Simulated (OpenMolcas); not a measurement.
## Os4+: moving or changing the point charges

Os4+ among 6 point charges of -1 e arranged as a trigonal antiprism (D3d), 1.89 Å from the ion, with a polar angle of 62.4° against the regular 54.74°.

- Program: OpenMolcas 26.06
- Method: SS-CASPT2, IPEA 0.25 Eh, imaginary shift 0.1 Eh (closed shells correlated: 5s 5p)
- Basis: ANO-RCC-VTZP [8s7p5d3f2g1h]
- Scalar Hamiltonian: DKH2, point nucleus
- Active space: 4 electrons in 5 orbitals (5d)
- State averaging: 2S+1 = 5 even, 5 roots; 2S+1 = 3 even, 45 roots; 2S+1 = 1 even, 50 roots
- Spin-orbit coupling: RASSI with atomic mean-field integrals over the reference wave functions

Runs around this geometry, states (labels of D3, the rotations of D3d). Energies in cm-1 above the lowest state or level, χT in cm3 K/mol.

| R (Å) | q (e) | Polar angle / regular | Ground state | First state of that spin | First gap with spin-orbit (degeneracies) | χT at 300 K | First state of another spin |
| --- | --- | --- | --- | --- | --- | --- | --- |
| 1.89 | -0.65 | 1.14 | 5E | 5E 5260 | 2870 (1, 1) | 0.086 | 3A2 14130 |
| 1.71 | -1 | 1.14 | 5E | 5E 12230 | 2840 (1, 1) | 0.127 | 3A2 6680 |
| 1.89 | -1 | 1.14 | 5E | 5E 8080 | 2580 (1, 1) | 0.110 | 3A2 11430 |
| 2.08 | -1 | 1.14 | 5E | 5E 5470 | 2700 (1, 1) | 0.091 | 3A2 14100 |
| 1.89 | -1 | 1.23 | 5E | 5E 10410 | 1950 (1, 1) | 0.143 | 3A2 11660 |

Taking the first state of the same spin as R^-n, n = -ln(5470 / 12230) / ln(2.08 / 1.71) = 4.1 between the shortest and longest distance.

Scaling the charges by -0.65 / -1 = 0.65 scales the first state of the same spin by 5260 / 8080 = 0.65; with fixed orbitals a first-order splitting would follow the charge.

Roots that are degenerate in the reference are averaged as groups; the widest CASPT2 spread within a group is 130 cm-1 (the 2-fold group of multiplicity 1 near 50800 cm-1 above the lowest state of its run, R = 1.89, q = -0.65, ratio = 1.14). Shifts and gaps below about the spread of the groups concerned are not significant. This shell can be high or low spin here, a state of another spin lies low, and with metal d orbitals alone active their balance is uncertain, so the ground spin may be wrong. Point charges give a weaker field than real ligands, and real ions of this kind are as a rule low spin; the high spin found here belongs to the model. Free-ion shares, where given, are those of the reference states; single-state CASPT2 does not remix them. Spin-orbit coupling mixes the spin-free states strongly: the lowest level takes only 46 % from its leading state, 5E (figures for R = 1.89, q = -0.65, ratio = 1.14; the like holds for R = 1.71, q = -1, ratio = 1.14, R = 1.89, q = -1, ratio = 1.14, R = 2.08, q = -1, ratio = 1.14, R = 1.89, q = -1, ratio = 1.23). An orbital doublet at a regular site is open to a Jahn-Teller distortion, which this geometry leaves out (holds for R = 1.89, q = -1, ratio = 1.14; R = 1.89, q = -1, ratio = 1.23). This is an electrostatic model: the charges have no orbitals. No measured value stands beside these numbers.
